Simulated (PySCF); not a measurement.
## Computed properties of C₃H₈Se, SMILES CC[Se]C

C₃H₈Se, SMILES CC[Se]C. Geometry optimised at B3LYP-D3(BJ)/def2-SVP. Other conformers were not sampled. All values are computed for the isolated molecule unless a solvent is named; none is compared with measurement here.

**Structure.** All 30 harmonic modes at B3LYP-D3(BJ)/def2-SVP (PySCF) are real, so it is a minimum. With heavy atoms numbered as in [Se:1]([CH3:2])[CH2:6][CH3:7], the shortest bond between them is C6–C7 at 1.522 Å and the longest Se1–C6 at 1.973 Å.

**Vibrations.** The strongest infrared lines (harmonic, unscaled, degenerate partners summed) lie at 3024 cm⁻¹ (28 km/mol, H 97 %), 1255 cm⁻¹ (24 km/mol, H 77 %, C 23 %), 3129 cm⁻¹ (24 km/mol, H 90 %, C 10 %). The softest mode is at 74 cm⁻¹ and the zero-point energy is 64.3 kcal/mol.

**Electronic structure.** B3LYP/def2-TZVP (PySCF) places the frontier levels at -5.80 and 0.15 eV, a gap of 5.95 eV, and gives a dipole moment of 1.55 D and a mean polarisability of 65.3 bohr³. PBE/def2-TZVP (PySCF) at the same geometry gives -4.87 and -0.48 eV, so its gap is 1.56 eV narrower. An orbital gap is neither the optical nor the fundamental gap.

**Excitations.** TDA-PBE0/def2-SVPD (PySCF) has S1 at 4.69 eV (264 nm, f = 0.000, dark); the most intense of the 10 singlets computed lies at 7.51 eV (f = 0.12). T1 (TDA) is at 4.21 eV, 0.48 eV under S1. TDA-PBE/def2-SVPD (PySCF) puts S1 at 4.39 eV. No vertical singlet excitation falls in the visible range (under 3.1 eV).

**NMR.** GIAO shifts at B3LYP/pcSseg-1 (PySCF) (non-relativistic, atoms alike by connectivity averaged): ¹³C from 16.6 to 35.2 ppm against TMS; ¹H from 1.6 to 2.5 ppm against TMS.
